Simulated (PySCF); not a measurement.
Ga(H)(Cl)(vinyl) (C2H4ClGa), SMILES [CH]([GaH][Cl])=C. Atoms are numbered in the order given.

```xyz
8

Ga    -0.7266     0.0745     0.0000
H     -2.1729     0.6525     0.0000
Cl     0.8654     1.5572     0.0000
C     -0.0675    -1.7549     0.0000
C      1.2527    -2.0113     0.0000
H     -0.7687    -2.5995     0.0000
H      1.6506    -3.0336     0.0000
H      1.9927    -1.2029     0.0000
```
Charge 0, spin multiplicity 1.

Geometry optimised at TPSSh-D3(BJ)/def2-SVP. One conformer was computed; it need not be the lowest.

Computed with PBE/def2-TZVP run with PySCF.

Symmetry labels are those of the subgroup Cs that the program uses (full group Cs).

Computed valence orbital energies around the gap with their symmetry:
```json
[
 {"orbital": "HOMO−7", "symmetry": "A'", "energy (eV)": "-11.77"},
 {"orbital": "HOMO−6", "symmetry": "A'", "energy (eV)": "-10.88"},
 {"orbital": "HOMO−5", "symmetry": "A'", "energy (eV)": "-9.85"},
 {"orbital": "HOMO−4", "symmetry": "A'", "energy (eV)": "-8.25"},
 {"orbital": "HOMO−3", "symmetry": "A\"", "energy (eV)": "-7.70"},
 {"orbital": "HOMO−2", "symmetry": "A'", "energy (eV)": "-7.68"},
 {"orbital": "HOMO−1", "symmetry": "A\"", "energy (eV)": "-7.18"},
 {"orbital": "HOMO", "symmetry": "A'", "energy (eV)": "-6.95"},
 {"orbital": "LUMO", "symmetry": "A\"", "energy (eV)": "-2.71"},
 {"orbital": "LUMO+1", "symmetry": "A\"", "energy (eV)": "-0.68"},
 {"orbital": "LUMO+2", "symmetry": "A'", "energy (eV)": "-0.68"},
 {"orbital": "LUMO+3", "symmetry": "A'", "energy (eV)": "0.46"}
]
```
